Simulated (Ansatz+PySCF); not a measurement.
Results of a calculation; reference values are marked as such.
Input for Ansatz (development build ahead of 0.2.0):

```yaml
crystal:
  periodic: [false, false, false]
  atoms:
    - { symbol: Be, position_ang: [0.0, 0.0, 0.0] }
    - { symbol: H, position_ang: [1.3377, 0.0, 0.0] }
    - { symbol: H, position_ang: [-2.03036, 0.0, 0.0] }
basis:
  gaussian: { orbitals: "6-31G" }
magnetization:
  initial_magnetization: 2
hamiltonian:
  xc: hf
correlation:
  method: ccsd_t
  frozen_orbitals: { Be: 0, H: 0 }
scf:
  omitted_lower_state_checks: [stability, starts, atomic_configurations, cluster_reference, orbital_swaps, given_window_search, neighbouring_geometries, increment]
```

The input is written out in the form of the current development build from the run's settings. Correlation on restricted open-shell orbitals is semicanonical, with singles.

Results

* Converged: yes
* Reference energy: -15.57793 hartree
* CCSD correlation energy: -0.02868 hartree
* Triples correction: -0.00057 hartree
* Total energy: -15.60718 hartree
* Spin squared of the determinant: 2.000
* T1 diagnostic: 0.029
* Largest doubles amplitude: 0.08
